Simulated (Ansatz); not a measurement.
System: dimethoxygermane, C$_{2}$H$_{8}$GeO$_{2}$ (charge 0, singlet). 
Geometry from a B3LYP-D3(BJ)/def2-TZVP (Ansatz, a first-principles code) optimisation:
```xyz
13

C     -1.8821     1.0718    -0.8456
O     -1.1096    -0.1127    -0.9786
Ge    -0.0763    -0.6327     0.3782
O      1.1691     0.6061     0.6836
C      2.1194     0.8970    -0.3311
H     -1.2498     1.9566    -0.7210
H     -2.4704     1.1892    -1.7566
H     -2.5708     1.0162     0.0056
H     -0.8755    -0.6899     1.6873
H      0.5585    -1.9401    -0.1154
H      2.8116     1.6413     0.0649
H      2.6943     0.0088    -0.6182
H      1.6429     1.3048    -1.2283
```

Property: atomisation energy (electronic, to ground-state atoms), in kcal/mol. Correlated levels leave the core frozen unless marked. UHF or UKS for open shells. No spin-orbit coupling. Frozen are the shells of the preceding noble gas and the d and f shells that filled before the atom's block. Non-relativistic. The coupled-cluster limit lacks core correlation, which all-electron functionals hold. CBS marks a two-point X^-3 extrapolation of the correlation energy; Hartree-Fock from the larger set.

| level | program | atomisation energy (kcal/mol) |
|---|---|---|
| BLYP-D3(BJ)/def2-TZVPD | Ansatz + dftd3 | 1104.1 |
| BLYP-D4/def2-TZVPD | Ansatz + dftd4 | 1104.8 |
| B3LYP-D4/def2-TZVPD | Ansatz + dftd4 | [?] |
| PBE0/6-31G* | Ansatz | 1092.7 |
| PBE0/def2-TZVP | Ansatz | [?] |
| CAM-B3LYP-D3(BJ)/def2-TZVPD | Ansatz + dftd3 | [?] |
| LC-wPBE-D3(BJ)/def2-TZVPD | Ansatz + dftd3 | 1107.3 |
| LC-wPBE-D4/def2-TZVPD | Ansatz + dftd4 | 1108.2 |
| LC-wPBE/def2-TZVPD | Ansatz | 1102.0 |
| wB97X-V/def2-TZVPD | Ansatz | 1112.5 |
| SCS-MP2/6-31G* | Ansatz | 1004.4 |
| SCS-MP2/aug-cc-pVTZ | Ansatz | 1103.5 |
| CCSD/STO-3G | Ansatz | 1121.2 |
| CCSD/aug-cc-pVDZ | Ansatz | 1025.8 |
| CCSD(T)/CBS(cc-pVTZ,cc-pVQZ) | Ansatz | 1111.8 |

### Question
Complete the blanks.

### Answer

- B3LYP-D4/def2-TZVPD, atomisation energy (kcal/mol): 1105.8
- PBE0/def2-TZVP, atomisation energy (kcal/mol): 1097.5
- CAM-B3LYP-D3(BJ)/def2-TZVPD, atomisation energy (kcal/mol): 1113.1
